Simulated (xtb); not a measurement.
B(F)2(SiH3) (BF2H3Si), SMILES FB([SiH3])F. All values are semi-empirical tight-binding results from xtb (GFN2-xTB unless named), good for trends rather than for accurate numbers. The structure is a stationary point at GFN2-xTB.

```
Item                                             Result
----------------------------------------  -------------
orbital gap                                     3.76 eV
dipole moment                                    0.86 D
zero-point energy                         20.2 kcal/mol
G − E(el) at 298.15 K (modified RRHO)      1.5 kcal/mol
static polarisability (D4 model)             46.6 bohr³
solvation energy, GFN2-xTB/ALPB(water)    -0.5 kcal/mol
solvation energy, GFN2-xTB/ALPB(toluene)  -1.7 kcal/mol
```
